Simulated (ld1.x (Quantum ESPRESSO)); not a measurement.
**Scattering properties, TM potential for Sm**

samarium, norm-conserving Troullier–Martins (Kleinman–Bylander form), made with ld1.x (Quantum ESPRESSO) 7.5 (PBE, fully relativistic). Core [Kr] 4d10 4f5, reference 5s2 5p6 5d1 6s2 6p0. Waves: 5s (bound): rc 1.45 bohr; 5p (bound): rc 1.45 bohr; 5d (bound): rc 1.95 bohr. Local part: all-electron potential smoothed inside 1.75 bohr (lloc = -1). Core correction: Bessel-smoothed model core inside 1.40 bohr.

Open shells are filled in proportion to 2j + 1 (rel_dist='average').

Occupied shells without a wave of their own: 6s. They enter only through the test configuration that unscreens the potential, and ld1.x also counts them in the model core charge.

The phase is arctan(r·u′/u) with u = r·R(r), unwrapped; energies in Ry, scanned from -5 to 5 Ry. A pole is an energy at which the radial function vanishes at the test radius. The pseudo phase is shifted by a multiple of π to meet the all-electron one at the reference energy, and phase errors are pseudo minus all-electron; the curves can meet again beyond the range given. Levels narrower than the energy grid can be missing from the lists of poles.

Question: For each channel, where are the poles, and over which energies does the pseudopotential scatter like the atom?

Answer:

```tsv
channel	radius (bohr)	reference energy (Ry)	poles, all-electron	poles, pseudo	unbroken range about the reference energy with phases within 0.05 rad	phase error 1 Ry above the reference energy (rad)
s	2.15	-3.43	-2.73	-2.73, 3.03	below 0.6	-0.001
p1/2	2.15	-2.10	-1.03	-1.03	below 2.4	-0.001
p3/2	2.15	-1.83	-0.52	-0.54	below 2.5	-0.002
d3/2	2.15	-0.21	2.47	2.36	below 4.4	-0.004
d5/2	2.15	-0.19	2.59	2.46	below 4.4	-0.004
```

A Bessel basis up to 400 Ry misses an occupied level by 0.04 Ry, so cutoffs and ghosts were not judged. ld1.x takes every shell without a wave as core, so the model core holds the 6s electrons as well and exchange and correlation see them twice. This cancels in the reference configuration, but the file is broken for other ones, and its errors say nothing about a proper core correction.

Phases in the d3/2 channel:

```csv
E (Ry),all-electron,pseudo
-5.00,1.342,1.341
-4.48,1.326,1.325
-3.96,1.306,1.305
-3.44,1.280,1.279
-2.92,1.246,1.244
-2.40,1.196,1.194
-1.88,1.120,1.118
-1.36,0.986,0.984
-0.84,0.699,0.698
-0.32,0.002,0.001
0.20,-0.843,-0.844
0.72,-1.225,-1.229
1.24,-1.395,-1.400
1.76,-1.489,-1.497
2.28,-1.552,-1.562
2.80,-1.599,-1.614
3.32,-1.639,-1.660
3.84,-1.677,-1.707
4.36,-1.716,-1.762
4.88,-1.759,-1.836
```
